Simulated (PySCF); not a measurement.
Isomers of C3H4O. Gas-phase values, no solvent. One relaxed conformer stands for each flexible species; it need not be the lowest. Strings in code marks are SMILES.

Quantity: electronic energy of isomers of C3H4O relative to `CC=C=O`, in kcal/mol.

Case: `C=C=CO`. Geometry of `C=C=CO` (neutral, multiplicity 1, Å):

```xyz
8

C     -1.4962    -0.1782     0.3725
C     -0.2969     0.1674     0.0017
C      0.9013     0.5209    -0.3721
O      2.0242    -0.2567    -0.3280
H     -2.1954    -0.6311    -0.3227
H     -1.8415    -0.0224     1.3892
H      1.1065     1.5078    -0.7655
H      1.7925    -1.1215     0.0271
```

**Question.** What is the computed electronic energy of isomers of C3H4O relative to `CC=C=O` (frozen-core MP2/6-31G* // M06-2X/def2-TZVP (PySCF))?

**Answer.** 32.3 kcal/mol.
